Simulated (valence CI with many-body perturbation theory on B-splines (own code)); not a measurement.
## Lu XXXIII: what each term of the Hamiltonian does

Computed by relativistic CI+MBPT: three valence electrons over a frozen Dirac-Fock core [Kr], radial functions for each j: 9 s, 9 p, 10 d, 8 f, 5 g, 3 h, 1 i, with the one-electron correlation potential Σ1 (screened to all orders), the two-electron term Σ2, the three-electron term Σ3, Breit, model QED; selected single and double excitations, second order for the rest (own B-spline code, finite nucleus).

The last digits are not significant, and no measured levels were compared; by estimate large intervals hold to a few tenths of a per cent, small ones and those within an open d or f shell to about a per cent. Only levels of the ground parity were solved; by the run's estimate the other parity begins above the list, which can be wrong where configurations are misplaced.

Each rung adds one term. CI alone is the Dirac-Coulomb CI over the frozen core; QED comes last and gives the full result, which names the levels. Energies are above (4d3/2^3) J=3/2 on the same rung, in cm⁻¹.

Levels are named by their leading jj configuration (3d3/2^4 stands for four electrons in 3d with j = 3/2), which in mixed levels can hold well under half, so a name can repeat and another be missing. Letters in brackets count levels of one name in rising energy.

```csv
Level,CI alone,+ Σ1,+ Σ2,+ Σ3,+ Breit,Full
(4d3/2^2 4d5/2) J=5/2 [a],94033,94672,94940,95139,92575,92886
(4d3/2^2 4d5/2) J=3/2,113510,114119,113486,113902,111606,111902
(4d3/2^2 4d5/2) J=7/2,124260,124949,123658,123559,120393,120720
(4d3/2^2 4d5/2) J=9/2,129218,129886,127484,127416,124100,124411
(4d3/2^2 4d5/2) J=1/2,128424,129052,127955,128353,125879,126184
(4d3/2^2 4d5/2) J=5/2 [b],186641,187390,185787,185452,182544,182904
(4d3/2 4d5/2^2) J=7/2 [a],217215,218473,218287,218268,213134,213744
(4d3/2 4d5/2^2) J=9/2,230113,231422,230351,230524,224816,225444
(4d3/2 4d5/2^2) J=3/2 [a],241521,242789,243175,242954,238135,238754
(4d3/2 4d5/2^2) J=1/2,249639,250915,250695,251173,246206,246830
(4d3/2 4d5/2^2) J=11/2,261583,262917,259469,259423,253334,253960
(4d3/2 4d5/2^2) J=5/2 [a],261397,262608,260048,259359,254663,255249
(4d3/2 4d5/2^2) J=5/2 [b],278688,280017,278228,277608,272351,272988
(4d3/2 4d5/2^2) J=7/2 [b],286613,287913,284313,283855,278450,279067
(4d3/2 4d5/2^2) J=3/2 [b],329340,330750,331659,331230,325988,326671
(4d5/2^3) J=9/2,349751,351684,351331,351150,343180,344117
(4d5/2^3) J=3/2,392966,394789,393181,392472,385468,386356
(4d5/2^3) J=5/2,418792,420664,421663,420750,413567,414483
```

Task: How does the ionisation energy move along the ladder, and which term matters most?

Result: CI alone 1289.8, + Σ1 1292.5, + Σ2 1294.2, + Σ3 1294.2, + Breit 1293.4, + QED 1293.5 eV. The largest step is Σ1, 2.7 eV. NIST lists 1292 ± 4 eV (theoretical).
